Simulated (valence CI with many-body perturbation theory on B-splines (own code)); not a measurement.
**E1 line list for Ge¹⁸⁺**

Computed by configuration interaction combined with many-body perturbation theory (CI+MBPT): four valence electrons over a frozen Dirac-Fock core [Ne], a basis of 11 s, 11 p, 10 d, 8 f, 5 g, 2 h functions for each j, with the one-electron correlation potential Σ1, the two-electron term Σ2, the three-electron term Σ3, Breit, model QED; selected CI, second order for the rest, scaled by the run's own slope (own B-spline code, finite nucleus).

No measured levels were compared; by estimate levels of excited configurations hold to 0.05 to 0.15 % of their energy, terms of the ground configuration to about 0.5 %. Among the levels kept, up to 820 cm⁻¹ of a level comes from second order outside the variational space, and about a tenth of that is noise between levels of different J, which matters for small intervals.

Lines 51 to 100 of 559 in falling wavelength, among levels below 1761500 cm⁻¹, chosen from the strongest by gf and those to the six lowest levels. Wavelengths and rates use the calculated energies, so an error of 300 cm⁻¹ moves a line at 22.44 nm by 0.067 % and its rate by three times that or more. Electric multipoles are in the length gauge, E1 and E2 with the static RPA response of the core. Weak lines are less certain than strong ones. Lines between different terms over intervals too small for the method are left out, as are lines whose strength nearly cancels. Where a level lies close to another of its J and parity, the split of strength between their lines is uncertain. The highest levels of a list are the least certain.

Names give the largest LS component (configuration and term), which can be under half, so a name can repeat, a term be missing and a line seem to break the LS rules; names also repeat where a configuration has a term twice. Letters in brackets count levels of one name in rising energy.

```tsv
λ vac (nm)	Upper	Lower	A (s⁻¹)	S (a.u.) with core polarisation	S without
22.44	3p3 3d 3D°_2 [b]	3s 3p2 3d 3F_3 [b]	3.91e+09	1.09e-01	1.12e-01
22.37	3p3 3d 3F°_4 [b]	3s 3p2 3d 3F_4 [b]	3.53e+09	1.76e-01	1.81e-01
22.36	3s 3p2 3d 3G_5	3s2 3p 3d 3F°_4	1.15e+10	6.98e-01	7.19e-01
22.23	3s 3p3 3S°_1	3s2 3p2 1S_0	9.31e+08	1.51e-02	1.56e-02
22.21	3s 3p2 3d 3F_3 [c]	3s2 3p 3d 3D°_2	2.13e+09	8.07e-02	8.33e-02
22.10	3s 3p2 3d 3D_3 [b]	3s2 3p 3d 1D°_2	2.26e+09	8.45e-02	8.72e-02
22.10	3p4 3P_2	3s 3p3 3D°_2	2.78e+09	7.41e-02	7.65e-02
22.09	3p3 3d 5D°_3	3s 3p2 3d 5P_2	2.81e+09	1.05e-01	1.08e-01
22.04	3p3 3d 1G°_4	3s 3p2 3d 3G_3	2.19e+09	1.04e-01	1.07e-01
21.97	3s 3p3 1D°_2	3s2 3p2 1D_2	7.53e+09	1.97e-01	2.04e-01
21.94	3p3 3d 3F°_3 [b]	3s 3p2 3d 3F_3 [b]	2.13e+09	7.77e-02	8.01e-02
21.90	3p3 3d 5D°_3	3s 3p2 3d 3F_4 [a]	6.31e+09	2.29e-01	2.36e-01
21.79	3p3 3d 3F°_4 [a]	3s 3p2 3d 3F_4 [a]	6.14e+09	2.82e-01	2.91e-01
21.71	3p3 3d 5D°_3	3s 3p2 3d 5P_3	3.97e+09	1.40e-01	1.45e-01
21.61	3s 3p 3d2 3D°_3	3s 3p2 3d 3D_3 [d]	3.77e+09	1.31e-01	1.35e-01
21.61	3s 3p3 3P°_1	3s2 3p2 3P_2	8.30e+08	1.24e-02	1.28e-02
21.53	3s 3p3 3P°_2	3s2 3p2 3P_2	7.35e+09	1.81e-01	1.87e-01
21.44	3p3 3d 3D°_2 [a]	3s 3p2 3d 3F_3 [a]	4.23e+09	1.03e-01	1.06e-01
21.39	3p3 3d 3P°_2 [a]	3s 3p2 3d 3D_3 [a]	6.17e+09	1.49e-01	1.54e-01
21.34	3s 3p2 3d 3F_3 [c]	3s2 3p 3d 1D°_2	2.89e+09	9.71e-02	1.00e-01
21.31	3s 3p2 3d 3G_4	3s2 3p 3d 3F°_3	1.33e+10	5.72e-01	5.90e-01
21.24	3p3 3d 3D°_3 [a]	3s 3p2 3d 3F_3 [a]	4.16e+09	1.38e-01	1.42e-01
21.23	3p3 3d 3F°_2 [b]	3s 3p2 3d 3F_2 [b]	4.41e+09	1.04e-01	1.07e-01
21.04	3p3 3d 3F°_3 [b]	3s 3p2 3d 1F_3 [a]	2.61e+09	8.39e-02	8.65e-02
21.04	3p3 3d 1D°_2 [c]	3s 3p2 3d 1D_2 [a]	6.23e+09	1.43e-01	1.48e-01
21.01	3p3 3d 3F°_3 [a]	3s 3p2 3d 5D_4	6.34e+09	2.03e-01	2.10e-01
21.00	3p3 3d 3F°_2 [a]	3s 3p2 3d 5D_3	3.29e+09	7.53e-02	7.77e-02
20.92	3s 3p3 3P°_0	3s2 3p2 3P_1	8.41e+09	3.80e-02	3.92e-02
20.85	3s 3p2 3d 3G_3	3s2 3p 3d 3F°_2	1.27e+10	3.97e-01	4.10e-01
20.77	3s 3p 3d2 3H°_5	3s 3p2 3d 3F_4 [c]	2.02e+09	9.81e-02	1.01e-01
20.74	3s 3p3 3P°_1	3s2 3p2 3P_1	5.83e+09	7.70e-02	7.95e-02
20.67	3s 3p3 3P°_2	3s2 3p2 3P_1	1.41e+08	3.07e-03	3.17e-03
20.61	3s 3p2 3d 3F_4 [c]	3s2 3p 3d 3D°_3	1.65e+10	6.43e-01	6.63e-01
20.61	3p3 3d 3D°_3 [b]	3s 3p2 3d 1G_4	2.39e+09	7.24e-02	7.46e-02
20.61	3p3 3d 3D°_1 [a]	3s 3p2 3d 3F_2 [a]	6.63e+09	8.59e-02	8.86e-02
20.57	3s 3p2 3d 3D_2 [c]	3s2 3p 3d 3D°_1	3.70e+09	7.93e-02	8.17e-02
20.55	3s 3p 3d2 3D°_1	3s 3p2 3d 3F_2 [c]	6.04e+09	7.76e-02	8.00e-02
20.52	3p3 3d 3G°_5	3s 3p2 3d 3F_4 [a]	3.53e+09	1.66e-01	1.71e-01
20.44	3s 3p2 3d 3D_3 [b]	3s2 3p 3d 3P°_2	2.39e+09	7.05e-02	7.27e-02
20.42	3s 3p2 3d 3D_2 [a]	3s2 3p 3d 3F°_2	4.46e+09	9.36e-02	9.65e-02
20.37	3p3 3d 3F°_2 [b]	3s 3p2 3d 3D_1 [a]	5.61e+09	1.17e-01	1.21e-01
20.33	3p3 3d 3F°_4 [b]	3s 3p2 3d 1F_3 [a]	2.86e+09	1.07e-01	1.10e-01
20.33	3p3 3d 5D°_4	3s 3p2 3d 5D_4	9.74e+09	3.63e-01	3.75e-01
20.27	3s 3p2 3d 1F_3 [a]	3s2 3p 3d 3F°_3	2.48e+09	7.14e-02	7.36e-02
20.17	3s 3p2 3d 3F_2 [c]	3s2 3p 3d 3D°_1	1.29e+10	2.61e-01	2.69e-01
20.10	3p3 3d 3F°_3 [b]	3s 3p2 3d 3D_2 [a]	6.96e+09	1.95e-01	2.01e-01
20.05	3p3 3d 5D°_4	3s 3p2 3d 5F_5	1.32e+10	4.74e-01	4.88e-01
20.03	3p3 3d 3F°_3 [b]	3s 3p2 3d 3G_4	1.14e+10	3.17e-01	3.27e-01
20.02	3p3 3d 3D°_3 [a]	3s 3p2 3d 5D_4	2.97e+09	8.22e-02	8.48e-02
19.95	3p3 3d 5D°_4	3s 3p2 3d 5D_3	2.45e+09	8.64e-02	8.91e-02
```
